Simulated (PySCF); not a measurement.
AlFGeH4O.

```xyz
8

Al     0.2782     0.6310    -0.8214
F      1.8289     0.6087    -1.4374
Ge    -0.3461    -0.8106     1.0501
H     -0.1186    -2.2954     0.7054
H      0.5037    -0.4972     2.2971
H     -1.8276    -0.6293     1.4252
O     -0.8566     1.6756    -1.5204
H     -0.7069     2.2758    -2.2534
```

Geometry optimised at PBE0-D3(BJ)/def2-SVP. The structure was generated by enumeration; whether it is a known compound was not checked. The values are those of a single conformer.

Method: PBE/pcSseg-1 run with PySCF. Non-relativistic, no solvent.

Give the absolute GIAO shielding of each atom: isotropic value and principal components (ppm). (Estimate from the structure and the level; the computed values follow.)


```tsv
atom	σ(iso)	σ11	σ22	σ33	span
Al1	420.3	365.2	395.8	499.7	134.5
F2	278.9	160.2	264.6	411.9	251.7
Ge3	1713.6	1658.9	1714.4	1767.4	108.5
H4	28.0	22.0	22.5	39.3	17.3
H5	28.0	22.0	22.5	39.3	17.3
H6	28.0	21.8	22.7	39.4	17.6
O7	265.4	185.8	266.4	344.1	158.3
H8	28.7	21.5	21.6	43.1	21.5
```
